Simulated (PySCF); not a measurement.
H2Cl2Si, quintet, geometry from GFN2-xTB of the parent state (a higher spin typed on purpose: for a closed-shell molecule this is an excited state); M062X/3-21G (PySCF).

PySCF was given this input:
```python
from pyscf import gto, scf, dft

mol = gto.Mole()
mol.atom = '''
    Si   -0.00498940   -0.22294650   -0.21586766
    Cl    2.17084122   -0.04892192    0.18430714
    Cl   -2.17086610    0.18561930    0.04242559
    H     0.01953520    0.85956253    0.82312830
    H     0.05073932   -0.06216708   -1.65543747
'''
mol.basis = '3-21g'
mol.spin = 4
mol.verbose = 4
mol.build()

mf = dft.ROKS(mol)
mf.xc = 'm062x'
mf.kernel()
```

**Question.** What does PySCF print? Leave out banner, timings and long lists.

**Answer.** 
```
PySCF version 2.14.0

[INPUT] verbose = 4
[INPUT] num. atoms = 5
[INPUT] num. electrons = 50
[INPUT] charge = 0
[INPUT] spin (= nelec alpha-beta = 2S) = 4
[INPUT] symmetry False subgroup None
[INPUT] Mole.unit = angstrom
[INPUT] Symbol           X                Y                Z      unit          X                Y                Z       unit  Magmom
[...]
nuclear repulsion = 172.748919730048
number of shells = 25
number of NR pGTOs = 87
number of NR cGTOs = 43
basis = 3-21g
ecp = {}

******** <class 'pyscf.dft.roks.ROKS'> ********
method = ROKS
initial guess = minao
damping factor = 0
level_shift factor = 0
DIIS = <class 'pyscf.scf.diis.CDIIS'>
diis_start_cycle = 1
diis_space = 8
diis_damp = 0
SCF conv_tol = 1e-09
SCF conv_tol_grad = None
SCF max_cycles = 50
direct_scf = True
direct_scf_tol = 1e-13
num. doubly occ = 23  num. singly occ = 4
XC library pyscf.dft.libxc version 7.1.2
    S. Lehtola, C. Steigemann, M. J. T. Oliveira, and M. A. L. Marques,  SoftwareX 7, 1–5 (2018)
XC functionals = m062x
    Y. Zhao and D. G. Truhlar,  Theor. Chem. Acc. 120, 215 (2008)
    Y. Zhao and D. G. Truhlar,  Theor. Chem. Acc. 120, 215 (2008)
radial grids:
    Treutler-Ahlrichs [JCP 102, 346 (1995); DOI:10.1063/1.469408] (M4) radial grids

becke partition: Becke, JCP 88, 2547 (1988); DOI:10.1063/1.454033
pruning grids: <function nwchem_prune>
grids dens level: 3
symmetrized grids: False
atomic radii adjust function: <function treutler_atomic_radii_adjust>
small_rho_cutoff = 0
Set gradient conv threshold to 3.16228e-05
tot grids = 76560
init E= -1204.29485245266
[...]
cycle= 1 E= -1204.59480121655  delta_E= -0.3  |g|= 0.21  |ddm|= 4.56
[...]
cycle= 2 E= -1204.59675466393  delta_E= -0.00195  |g|= 0.246  |ddm|= 1.26
[...]
cycle= 3 E= -1204.63292333244  delta_E= -0.0362  |g|= 0.0224  |ddm|= 0.385
[...]
cycle= 4 E= -1204.63327910668  delta_E= -0.000356  |g|= 0.00637  |ddm|= 0.0683
[...]
cycle= 5 E= -1204.63332830963  delta_E= -4.92e-05  |g|= 0.00465  |ddm|= 0.0519
[...]
cycle= 6 E= -1204.63330491363  delta_E= 2.34e-05  |g|= 0.00825  |ddm|= 0.0323
[...]
cycle= 7 E= -1204.63334699796  delta_E= -4.21e-05  |g|= 0.00123  |ddm|= 0.022
[...]
cycle= 8 E= -1204.6333485997  delta_E= -1.6e-06  |g|= 0.000213  |ddm|= 0.00507
[...]
cycle= 9 E= -1204.63334876577  delta_E= -1.66e-07  |g|= 0.000196  |ddm|= 0.00246
[...]
cycle= 10 E= -1204.63334885184  delta_E= -8.61e-08  |g|= 0.000239  |ddm|= 0.00189
[...]
cycle= 11 E= -1204.63334882952  delta_E= 2.23e-08  |g|= 0.000228  |ddm|= 0.000461
[...]
cycle= 12 E= -1204.63334866861  delta_E= 1.61e-07  |g|= 8.79e-05  |ddm|= 0.00533
[...]
cycle= 13 E= -1204.63334865148  delta_E= 1.71e-08  |g|= 2e-05  |ddm|= 0.00262
[...]
cycle= 14 E= -1204.63334865565  delta_E= -4.17e-09  |g|= 1.53e-05  |ddm|= 0.000262
[...]
cycle= 15 E= -1204.63334865782  delta_E= -2.17e-09  |g|= 1.5e-05  |ddm|= 0.000307
[...]
cycle= 16 E= -1204.63334865641  delta_E= 1.41e-09  |g|= 1.76e-05  |ddm|= 0.000162
[...]
cycle= 17 E= -1204.63334865146  delta_E= 4.95e-09  |g|= 1.61e-05  |ddm|= 0.000957
[...]
cycle= 18 E= -1204.63334865072  delta_E= 7.36e-10  |g|= 3.97e-06  |ddm|= 0.000196
[...]
Extra cycle  E= -1204.63334865076  delta_E= -4.43e-11  |g|= 8.84e-06  |ddm|= 0.000176
converged SCF energy = -1204.63334865076
```
